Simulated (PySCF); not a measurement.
silene (CH4Si), SMILES C=[SiH2]. Atoms are numbered in the order given.

```xyz
6

C      0.0000     0.0000    -1.1527
Si     0.0000     0.0000     0.5494
H      0.0000    -0.9164    -1.7315
H      0.0000     0.9164    -1.7315
H      0.0000     1.2457     1.3439
H      0.0000    -1.2457     1.3439
```

The structure is a stationary point at r2SCAN-D4/def2-TZVP.

These are PySCF with PBE/pcJ-1 values and carry that method's errors.

Isotropic couplings with Fermi-contact, spin-dipole and both spin-orbit terms, one fixed conformer, no vibrational averaging. Isotopes: 13C, 1H, 29Si.

Computed spin–spin coupling constants:
```json
[
 {"pair": "C1–Si2", "bonds apart": "1", "J (Hz)": "-110.6"},
 {"pair": "C1–H3", "bonds apart": "1", "J (Hz)": "153.2"},
 {"pair": "C1–H4", "bonds apart": "1", "J (Hz)": "153.2"},
 {"pair": "Si2–H5", "bonds apart": "1", "J (Hz)": "-237.6"},
 {"pair": "Si2–H6", "bonds apart": "1", "J (Hz)": "-237.6"},
 {"pair": "C1–H5", "bonds apart": "2", "J (Hz)": "12.6"},
 {"pair": "C1–H6", "bonds apart": "2", "J (Hz)": "12.6"},
 {"pair": "Si2–H3", "bonds apart": "2", "J (Hz)": "-1.7"},
 {"pair": "Si2–H4", "bonds apart": "2", "J (Hz)": "-1.7"},
 {"pair": "H3–H4", "bonds apart": "2", "J (Hz)": "-9.3"},
 {"pair": "H5–H6", "bonds apart": "2", "J (Hz)": "35.2"},
 {"pair": "H3–H5", "bonds apart": "3", "J (Hz)": "15.9"},
 {"pair": "H3–H6", "bonds apart": "3", "J (Hz)": "2.0"},
 {"pair": "H4–H5", "bonds apart": "3", "J (Hz)": "2.0"},
 {"pair": "H4–H6", "bonds apart": "3", "J (Hz)": "15.9"}
]
```
